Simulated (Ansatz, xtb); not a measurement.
# Relative energy of two isomers of C3H2F3N

Structure X is `FC(F)(F)[C@@H]1C=N1`, a singlet and structure Y is `[H]/N=C/C(F)=C(F)F`, a singlet. Both are isolated molecules in the gas phase, relaxed with B3LYP/def2-SVP; the shapes shown needn't be the lowest conformers.

X (Å):

```xyz
9

C    -0.7524   -1.3468   -1.1004
C    -1.4001   -0.0581   -1.5447
C    -1.3002    1.1557   -0.7583
F    -0.4029   -1.3058    0.1943
F    -1.5676   -2.3977   -1.2752
F     0.3593   -1.5820   -1.8222
N    -2.4098    0.5952   -0.6083
H    -1.6226   -0.0402   -2.6194
H    -0.7552    2.0415   -0.4236
```

Y (Å):

```xyz
9

C    -1.2920   -1.2149   -0.8209
C    -1.3809    0.2188   -1.0939
C    -0.3983    0.9264   -1.6814
F    -2.4955    0.8585   -0.7414
F     0.7425    0.3950   -2.0689
F    -0.4585    2.2094   -1.9343
N    -2.2550   -1.8340   -0.2615
H    -2.0208   -2.8256   -0.1489
H    -0.3414   -1.6795   -1.1390
```

Energies in hartree; the thermal terms are from B3LYP/def2-SVP harmonic frequencies (ideal gas, rigid rotor, one conformer each, 298.15 K, 1 atm) and include the zero-point energy:

|  | X | Y |
| --- | --- | --- |
| E, CCSD(T)/def2-SVP | −468.247442 | −468.241907 |
| E, MP2/def2-SVP | −468.189979 | −468.179411 |
| E, MP2/def2-TZVPP | −469.067091 | −469.061582 |
| zero-point energy | 0.050726 | 0.051667 |
| H(298 K) − E | 0.057752 | 0.059059 |
| G(298 K) − E | 0.020093 | 0.020857 |

Correct the CCSD(T) difference for the basis set by the MP2 change, then work out ΔE, ΔE₀, ΔH and ΔG for X → Y in kJ/mol (1 Eh = 2625.50 kJ/mol) and the equilibrium ratio [Y]/[X].

1. Differences Y − X: CCSD(T) +0.005535, MP2 in the small set +0.010568, MP2 in the large set +0.005509 Eh.
2. ΔE = +0.005535 + (+0.005509 − (+0.010568)) = +0.000476 Eh = +1.25 kJ/mol.
3. ΔE₀ = ΔE + ΔZPE = +0.000476 + (+0.000941) Eh = +3.72 kJ/mol.
4. ΔH = ΔE + (+0.001307) Eh = +4.68 kJ/mol.
5. ΔG = ΔE + (+0.000764) Eh = +3.26 kJ/mol, so ΔS = (ΔH − ΔG)/T = +4.8 J/(mol K).
6. kT = 0.9442 mEh, so K = [Y]/[X] = exp(−ΔG/kT) = exp(−1.31) ≈ 0.27.

The two are too close for this level to say which is favoured. An error of 4 kJ/mol in ΔG would change K by a factor of 5. The basis-set step is large, which makes the value less sure. Mirror images and further conformers aren't counted.

As drawn, Y has 1 N–H, 1 C=C in place of 1 C–C, 1 C–N, 1 C–H. Structure X has a 3-membered ring, Y no ring.

Other levels gave ΔE = −15.0 (GFN2-xTB); −6.5 (HF/STO-3G, GFN2-xTB geometries); −4.1 (r2SCAN-D4/def2-SVP, GFN2-xTB geometries); −13.5 (B3LYP/def2-SVP); +10.0 (HF/def2-SVP); +27.7 (MP2/def2-SVP); +14.5 (CCSD(T)/def2-SVP) kJ/mol. The correlated steps freeze 7 core orbitals. Programs: Ansatz 0.2.0, xtb 6.7.1.
